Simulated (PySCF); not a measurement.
SSi, triplet, at a GFN2-xTB geometry (the spin is typed, not shown lowest). Base run: HF/def2-SVP run with PySCF.

Here is a job for PySCF.
```python
from pyscf import gto, scf

mol = gto.M(
    atom='''
Si   -0.00000000   -0.00000000   -1.11967259
S     0.00000000    0.00000000    0.97971351
''',
    basis='def2-svp',
    spin=2,
    verbose=4,
)

mf = scf.UHF(mol)
mf.kernel()
```

The base run was repeated with changes; each row names its change, and settings that it needs were set with it.

```
change                                                                            ΔE vs base (mEh)  SCF cycles  <S^2>               outcome
--------------------------------------------------------------------------------  ----------------  ----------  -----  --------------------
base                                                                                         0.000          16  2.032             converged
level_shift = 1.0 (with mf.max_cycle = 100)                                                  0.000          39  2.032             converged
diis = off; damp = 0.6 (with mf.diis_start_cycle = 200; with mf.max_cycle = 150)             0.000         142  2.032             converged
init_guess = 1e                                                                              0.000          18  2.032             converged
conv_tol = 1e-11                                                                             0.000          18  2.032             converged
conv_tol = 1e-6                                                                              0.000          12  2.031             converged
conv_tol = 1e-7                                                                              0.000          14  2.032             converged
level_shift = 0.5 (with mf.max_cycle = 100)                                                  0.000          28  2.032             converged
solver = newton; init_guess = 1e                                                             148.6           -  2.180  another SCF solution
init_guess = huckel                                                                          0.000          15  2.032             converged
DIIS = ADIIS                                                                                     -          50      -         not converged
diis_space = 2                                                                               0.000          43  2.032             converged
init_guess = mod_huckel                                                                      0.000          15  2.032             converged
```

A guess, shift, damping, solver or small numerical setting can't move a converged solution much, so rows marked as another SCF solution ended in a different state.

Open shells are given as the SCF converged; they aren't shown to be the lowest states, and a large step between rows can be another state.
